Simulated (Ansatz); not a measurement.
`COB(C)N` + `[OH][Al]([OH])[SH]` → `COB(C)O` + `[NH2][Al]([OH])[SH]`  (redistribution)

Gas-phase electronic energies from Ansatz, PBE0-D4/def2-TZVP geometries. CBS: MP2 limit from def2 TZ/QZ plus the TZ coupled-cluster correction, frozen cores. This one scheme is used for every species. DFT in def2-TZVPP. B3LYP here is the variant with VWN-RPA as its local correlation; programs differ in this. Each species was taken in one conformer, which may not be the lowest.

Problem. Is it downhill or uphill in electronic energy at CCSD(T)/CBS, and by how much? (An estimate is asked.)

Solution. The calculation gave: Uphill: ΔE = +18.8 kJ/mol.

Problem. What do these levels give: PBE-D4, PBE0, B3LYP, CCSD/def2-TZVPP, SCS-MP2/def2-QZVPP, MP2/CBS(def2)? (An estimate is asked.)

Solution. The calculation gave: PBE-D4 19.0, PBE0 18.3, B3LYP 19.4, CCSD/def2-TZVPP 17.7, SCS-MP2/def2-QZVPP 20.0, MP2/CBS(def2) 21.3 kJ/mol.

Largest T1 diagnostic among the species: 0.012.
